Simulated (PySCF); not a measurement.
Species: C2H6SSi.
Numbering: `[CH2:1]=[CH:2][S:3][SiH3:4]` (hydrogens: H5, H6 on C1; H7 on C2; H8, H9, H10 on Si4)

The calculation used PySCF 2.14.0, PBE0-D3(BJ)/def2-SVP geometry optimisation, gas phase.

Question: Give the optimised bond lengths and angles.

Answer: 
```csv
bond,length (pm)
C1=C2,133.6
C2–S3,176.1
S3–Si4,215.0
C1–H5,109.2
C1–H6,109.4
C2–H7,109.5
"Si4–H8, Si4–H9, Si4–H10",149.2
```

Bonds in one row agree within 1 pm and their mean is given. A selection of angles:
```csv
angle,degrees
C2–C1–H5,119.7
C2–C1–H6,123.5
H5–C1–H6,116.8
C1–C2–S3,129.5
C1–C2–H7,120.0
S3–C2–H7,110.4
C2–S3–Si4,103.3
S3–Si4–H8,111.6
S3–Si4–H10,103.7
H8–Si4–H9,109.0
H9–Si4–H10,110.6
```

Dihedral angles: C1–C2–S3–Si4 1° (synperiplanar).

Si4 (SiH3 silicon) is distorted tetrahedral (angles from 103.7° to 111.6°). Of the pairs four or more bonds apart, Si4···H6 is among the closest relative to their van der Waals radii: 2.79 Å, 84 % of the sum of Bondi's values. The 4 heavy atoms lie in one plane (0.002 Å rms).

Point group: Cs (tolerance 0.08 Å). Stationary, but not proved a minimum. The numbers are those of one conformer.
